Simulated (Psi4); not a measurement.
A dimer, C4H4O ··· C4H5N (SMILES c1ccoc1 and c1cc[nH]c1); the first 9 atoms form monomer A.

```
19

C      0.6366    -0.8023     0.0420
C     -0.7845    -0.6561    -0.0636
C     -1.0280     0.6770    -0.0723
O      0.1393     1.3716     0.0199
C      1.1427     0.4540     0.0890
H      1.1984    -1.7200     0.0775
H     -1.5193    -1.4406    -0.1244
H     -1.9247     1.2670    -0.1350
H      2.1395     0.8495     0.1669
C     -1.5675    -0.1701    -3.0105
C     -0.3930    -0.9710    -2.9964
C      0.6607    -0.1501    -2.6744
N      0.1623     1.1142    -2.4946
C     -1.1935     1.1141    -2.6966
H     -2.5702    -0.4992    -3.2259
H     -0.3296    -2.0268    -3.1991
H      1.7101    -0.3593    -2.5601
H      0.7088     1.9201    -2.2513
H     -1.7734     2.0157    -2.6019
```

What interaction energy does SAPT0/jun-cc-pVDZ, frozen core (Psi4 1.11) give, and which attractive term is the largest?

Total 57.16 kJ/mol: electrostatics -104.99, exchange 257.67, induction -18.47, dispersion -77.05. The most attractive term is electrostatics.
